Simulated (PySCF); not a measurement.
**Frontier orbitals and the lowest excitations**

C5H10P2.
Structure used (GFN2-xTB), in Å, numbered top down from 1:
```
atom  x, y, z in Å
C1     2.226    0.806    0.107
C2     0.958    0.023    0.018
C3     0.516   -0.636   -1.043
C4    -0.775   -1.379   -0.897
P5    -1.555   -0.736    0.675
P6    -2.284    1.132   -0.170
C7     0.093   -0.071    1.245
H8     2.006    1.853    0.314
H9     2.785    0.742   -0.822
H10    2.845    0.428    0.921
H11    1.044   -0.685   -1.982
H12   -1.445   -1.230   -1.749
H13   -0.599   -2.457   -0.803
H14   -3.482    0.550   -0.582
H15   -2.842    1.537    1.042
H16    0.532   -0.760    1.974
H17   -0.031    0.896    1.743
```

Method: PySCF 2.14.0, density-fitted response routines, TDDFT CAM-B3LYP/def2-SVPD, vertical, gas phase, core orbitals frozen in the response.

Kohn–Sham orbitals with the atoms that hold most of them (Löwdin shares over 4%, at most four atoms; ? is withheld):

```csv
orbital,ε (eV),atoms
HOMO-3,-10.22,"P6 33%, P5 21%, C7 9%, C4 8%"
HOMO-2,-9.95,"P6 41%, P5 24%, C7 6%, H15 6%"
HOMO-1,-8.21,"C3 32%, C2 29%, C4 8%, C7 6%"
HOMO,?,?
LUMO,1.06,?
LUMO+1,1.37,"P5 20%, C2 12%, C3 12%, P6 10%"
LUMO+2,1.49,"P6 16%, C1 14%, C2 10%, C3 10%"
```

(1) Which atoms hold the HOMO, and with what shares?

(2) Which atoms hold the LUMO, and with what shares?

(3) What is the HOMO energy, and the HOMO–LUMO gap?

## Answers

(1) P5 (bonded to 2 C and P) 46%; P6 (bonded to P and 2 H) 32%; C7 (bonded to C, P and 2 H) 5%; C4 (bonded to C, P and 2 H) 5%. By element: phosphorus 78%, carbon 10% or more.

(2) P6 (bonded to P and 2 H) 23%; P5 (bonded to 2 C and P) 18%; C7 (bonded to C, P and 2 H) 9%; C4 (bonded to C, P and 2 H) 7%. By element: phosphorus 41%, carbon 16% or more.

(3) ε(HOMO) = -7.49 eV; the gap is 8.55 eV (0.3144 hartree).

How does S1 compare with the orbital gap of 8.55 eV?

S1 is at 5.56 eV (f = 0.143), 3.00 eV below the gap, made of HOMO→LUMO (83%). 

Give energy, strength and leading configuration of S1, S2 and S5, and follow the Löwdin shares of the leading atoms from the occupied to the empty orbital.

- S1 (5.56 eV, f 0.143), HOMO→LUMO (83%): P5 46% → 18%, P6 32% → 23%
- S2 (5.73 eV, f 0.011), HOMO→LUMO+1 (76%): P5 46% → 20%, P6 32% → 10%, C2 at most 6% → 12%
- S5 (6.43 eV, f 0.022), HOMO-1→LUMO (88%): C3 32% → at most 8%, C2 29% → at most 8%, P6 at most 6% → 23%, P5 at most 6% → 18%

One conformer stands for the species.
